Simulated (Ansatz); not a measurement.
CH₄N₂SSi, SMILES `NC1=N[SiH]1S`. Charge 0, multiplicity 1.

```xyz
9

N    -0.358    1.771   -0.555
C    -0.262    0.447   -0.429
N    -1.203   -0.458   -0.377
Si    0.364   -1.187   -0.164
S     1.005   -1.976    1.694
H    -1.265    2.190   -0.697
H     0.461    2.337   -0.667
H     1.015   -1.993   -1.215
H     0.242   -1.132    2.409
```

(1) Give the diagnostics of a CCSD(T)/def2-TZVPP run (frozen core, Ansatz). (Estimate.)

Answers

(1) Computed: T1 = 0.0145, largest single amplitude 0.019, largest double 0.034, (T) share of the correlation energy 4.7 %, 10 CCSD cycles. The RHF solution is stable towards an unrestricted one. T1 lies under the customary mark of 0.02 for closed shells.
